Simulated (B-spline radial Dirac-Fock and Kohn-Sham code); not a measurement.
**How the settings move the core levels of Ar³⁺**

ΔSCF core binding energies without Breit or QED terms, calculated with a radial B-spline solver. Keys: rel is the Hamiltonian (dirac, or spin-free x2c and nr, where L3 and M5 stand for the whole 2p and 3d shells), method is hf or an exchange,correlation pair (spin-unpolarised, also for the hole states), nuc the nuclear model, radius_factor scales its radius, rmax is the box in bohr, h the logarithmic mesh step, order the B-spline order, points the quadrature points per cell, c_factor scales the speed of light, and damp, ndamp, maxit and tol steer the iteration. The run stops when the commutator error falls below 10·tol·max(1, Z/10), or the numerical noise floor, and the energy has settled to about 1e-8 Ha; the virial ratio is −V/T.

Base input:

```json
{"items": [{"Z": 18, "q": 3, "cfg": [[1, 0, 2], [2, 0, 2], [2, 1, 6], [3, 0, 2], [3, 1, 3]], "A": 40, "rrms": 3.4274, "do": "settings", "holes": ["K", "L3", "M5"],
  "settings": [{"rel": "dirac", "method": "hf", "nuc": "fermi", "radius_factor": 1.0, "rmax": 45.0, "h": 0.3, "order": 8, "points": 10, "c_factor": 1.0, "maxit": 60, "damp": 0.5, "ndamp": 3, "tol": 1e-08}]}]}
```

The ground state converged in 9 iterations, with total energy -525.61393 Ha, virial ratio 1.99288 and highest orbital energy -57.06 eV. ΔSCF binding energies: K (1s) 3263.9 eV, L3 (2p3/2) 300.0 eV. Holes are computed only in closed shells, and unreliable hole states are left out.

Changes from the base run:

```csv
changed setting,Δ total energy (Ha),Δ K (eV),Δ L3 (eV),iterations
nuc = "gauss",0.00000,0.00,0.00,9
c_factor = 100.0,?,?,?,?
rel = "nr"; method = "pbesol"; nuc = "gauss",+2.21078,-6.07,+1.81,8
method = "pbesol",+0.33080,+7.91,+1.16,9
order = 7,0.00000,0.00,0.00,9
radius_factor = 2.0; order = 7; tol = 1e-06,+0.00203,-0.02,0.00,8
rmax = 25.0,0.00000,0.00,0.00,9
```

Question: What does the change c_factor = 100.0 do?

Answer: The total energy moves by +1.86811 Ha and the binding energies by K -13.83 eV, L3 +0.64 eV; the run takes 8 iterations.
